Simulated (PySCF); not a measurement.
Zn(I)(Me) (CH3IZn), SMILES [CH3][Zn][I]. Coordinates come from a PBE0-D3(BJ)/def2-SVP optimisation. The def2 effective core potentials stand for the cores of I; spin–orbit coupling is left out.

Problem. Give the equilibrium geometry at PBE0-D3(BJ)/def2-SVP (PySCF confirms it by a frequency run) as bond lengths and angles, and its point group. (Estimate from the structure and the level; the computed values follow.)

Solution. point group C3v.
Atoms: Zn1 I2 C3 H4 H5 H6. Bonds (Å): Zn1–I2 2.445, Zn1–C3 1.937, C3–H4 1.101, C3–H5 1.101, C3–H6 1.101. Bond angles (°): I2–Zn1–C3 180.0, Zn1–C3–H4 110.6, Zn1–C3–H5 110.6, Zn1–C3–H6 110.6, H4–C3–H5 108.3, H4–C3–H6 108.3, H5–C3–H6 108.3.
